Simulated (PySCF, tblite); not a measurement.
Isomers of C6H7O2S (doublet state). Computed with GFN2-xTB (tblite): harmonic, unscaled wavenumbers at the GFN2-xTB geometry, gas phase. Against measured fundamentals such values can be off by several per cent, at times by over 20. One conformer each. Open shells enter through the occupations alone, without spin polarisation, and single modes of such species can be off by tens of per cent.

Electronic energies: B3LYP/pcH-1 single points on the GFN2-xTB geometries (PySCF, gas phase).

| SMILES | electronic energy, lowest = 0 (kcal/mol) |
| --- | --- |
| [CH2]C(=O)/C=C/OC(C)=S | 0.0 |
| [CH2]c1ccc([S@@](C)=O)o1 | 19.1 |
| CC(=O)/C=[C]\OC(C)=S | 17.8 |
| CC(=O)/[C]=C\OC(C)=S | 12.8 |
| [CH2][C@H](C#CC(=O)O)SC | 15.0 |

How do GFN2-xTB zero-point energies change the relative energies?

```
                  SMILES  ZPE (kcal/mol)  of it from modes above 1550 cm⁻¹  electronic (kcal/mol)  with ZPE, lowest = 0 (kcal/mol)  lowest mode (cm⁻¹)  rings
  [CH2]C(=O)/C=C/OC(C)=S            70.4                              33.1                    0.0                              0.0                  35      0
    CC(=O)/[C]=C\OC(C)=S            70.1                              35.0                   12.8                             12.5                   9      0
 [CH2][C@H](C#CC(=O)O)SC            69.4                              37.1                   15.0                             13.9                  19      0
    CC(=O)/C=[C]\OC(C)=S            70.9                              35.4                   17.8                             18.2                  35      0
[CH2]c1ccc([S@@](C)=O)o1            71.3                              31.3                   19.1                             19.9                  40      1
```

The zero-point energies span 1.9 kcal/mol, from `[CH2][C@H](C#CC(=O)O)SC` to `[CH2]c1ccc([S@@](C)=O)o1`. The order is unchanged.

And how do the electronic energies of GFN2-xTB itself compare?

`[CH2]C(=O)/C=C/OC(C)=S` 17.0; `CC(=O)/[C]=C\OC(C)=S` 19.1; `[CH2][C@H](C#CC(=O)O)SC` 33.6; `CC(=O)/C=[C]\OC(C)=S` 20.0; `[CH2]c1ccc([S@@](C)=O)o1` 0.0 kcal/mol, lowest = 0. Against the energies above, taken from the same isomer `[CH2]C(=O)/C=C/OC(C)=S`, the largest difference is 36.1 kcal/mol.

What do entropy and thermal enthalpy add at 298.15 K and 1 bar (rigid rotor, harmonic oscillator, one conformer each)?

```csv
SMILES,point group,symmetry number,S (cal/(mol K)),H − H(0) (kcal/mol),ZPE + H − H(0) − TS (kcal/mol)
[CH2]C(=O)/C=C/OC(C)=S,Cs,1,103.5,7.12,46.7
CC(=O)/C=[C]\OC(C)=S,C1,1,106.6,7.41,46.5
[CH2]c1ccc([S@@](C)=O)o1,C1,1,98.1,6.61,48.7
```

S holds R ln(2S + 1) for the spin.

Not tabulated: `CC(=O)/[C]=C\OC(C)=S` (lowest mode only 9 cm⁻¹); `[CH2][C@H](C#CC(=O)O)SC` (lowest mode only 19 cm⁻¹).
